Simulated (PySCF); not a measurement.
**InH at M06-L**

Computed with M06-L; PySCF, spin-free X2C with a Gaussian nucleus, basis sets In x2c-TZVPPall, H x2c-TZVPPall.

* state: ¹Σ⁺ (singlet), closed shell
* bond length: 1.869 Å
* harmonic wavenumber: 1418 cm⁻¹
* force constant: 1.18 mdyn/Å
* rotational constant Be: 4.830 cm⁻¹
* anharmonicity ωexe: 23.3 cm⁻¹
* vibration–rotation constant αe: 0.139 cm⁻¹
* well depth De to In + H: 2.79 eV
* dissociation energy D0: 2.70 eV
* HOMO–LUMO gap: 2.76 eV
* bond order (Mayer): 0.82
* dipole moment (positive dipole means In(−)H(+)): -1.10 D

Spin–orbit coupling is left out, which matters for elements this heavy, above all for dissociation energies.
